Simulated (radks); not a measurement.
Problem. Coherent X-ray form factor from a spherical all-electron density. Calculated with a radial shooting solver on a logarithmic mesh with Libxc functionals: scalar-relativistic Kohn-Sham, PBE, spin-polarised, spherical densities, point nucleus.

sin(theta)/lambda (1/angstrom)  f0 (electrons)
0.05                                     9.933
0.1                                      9.735
0.15                                     9.418
0.2                                      9.002
0.25                                     8.508
0.3                                      7.961
0.4                                      6.801
0.5                                      5.676
0.6                                      4.682
0.8                                      3.208
1                                        2.334
1.25                                     1.768
1.5                                      1.487
2                                        1.194

The species is in the configuration that NIST lists as its ground one. Which atom or ion scatters so?

Solution. The aluminium ion Al3+, [Ne]. Extrapolating in s^2 from the first two rows gives f0(0) = 10.0, near the electron count 10; among species with that count, the fall with angle is slower the higher Z, and the table is that of Z = 13; from so few rows the species is fixed only to a neighbour or two.
